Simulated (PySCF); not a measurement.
sulfur difluoride (F2S), singlet, at a GFN2-xTB geometry. Base run: PySCF with B3LYP/def2-SVP.

Here is a job for PySCF.
```python
from pyscf import gto, scf, dft

mol = gto.Mole()
mol.atom = '''
    F    -1.22261386   -0.51635383   -0.00299560
    S    -0.00426607    0.57046599   -0.00656447
    F     1.23019799   -0.49780793    0.01466578
'''
mol.basis = 'def2-svp'
mol.verbose = 4
mol.build()

mf = dft.RKS(mol)
mf.xc = 'b3lyp'
mf.kernel()
mf.analyze()
```

The base run was repeated with changes; each row names its change, and settings that it needs were set with it.

| change | ΔE vs base (mEh) | SCF cycles | outcome |
|---|---|---|---|
| base | 0.000 | 8 | converged |
| level_shift = 0.5 (with mf.max_cycle = 100) | 0.000 | 14 | converged |
| diis = off; damp = 0.6 (with mf.diis_start_cycle = 200; with mf.max_cycle = 150) | 0.000 | 17 | converged |
| solver = newton; init_guess = 1e | 0.000 | - | converged |
| damp = 0.5; diis_start_cycle = 5 | 0.000 | 10 | converged |
| level_shift = 0.3 (with mf.max_cycle = 100) | 0.000 | 12 | converged |
| conv_tol = 1e-6 | 0.000 | 6 | converged |
| diis_space = 4 | 0.000 | 8 | converged |
| diis_space = 12 | 0.000 | 8 | converged |
| DIIS = ADIIS | 0.000 | 14 | converged |
| init_guess = 1e | 0.000 | 10 | converged |
| init_guess = atom | 0.000 | 8 | converged |
| diis = off; damp = 0.3 (with mf.diis_start_cycle = 200; with mf.max_cycle = 150) | - | 150 | not converged |
